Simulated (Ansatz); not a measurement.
System: B$_{2}$O$_{3}$ (charge 0, singlet). SMILES: O=BOB=O
Geometry from a B3LYP-D3(BJ)/def2-TZVP (Ansatz, a quantum-chemistry and plane-wave program) optimisation:
```xyz
5

O     -2.3578    -0.3880    -0.4469
B     -1.2349     0.0007    -0.2404
O     -0.0192     0.4735    -0.0184
B      1.2301     0.1191     0.2357
O      2.3800    -0.1604     0.4682
```

CCSD(T) with Ansatz in growing basis sets, 24 correlated electrons. Cores are frozen in the correlated levels unless marked. UHF or UKS for open shells. Spin-orbit coupling is left out. Non-relativistic. Costs are ratios of core time to the smallest set, on shared machines of one kind, and rough; they hold the program's checks for lower states.

```tsv
basis	functions	cost over smallest	E(corr) (Eh)	electronic atomisation energy (kcal/mol)
aug-cc-pVDZ	115	1×	-0.7491	598.2
aug-cc-pVTZ	230	5×	-0.9067	635.6
```

Formally CCSD grows as o²v⁴ and (T) as o³v⁴; with o = 12 and v going from 98 to 213 both grow 22-fold in the last step, while integrals and the mean field grow more slowly. That step adds 157.5 mEh of correlation energy and 37.4 kcal/mol to the atomisation energy.
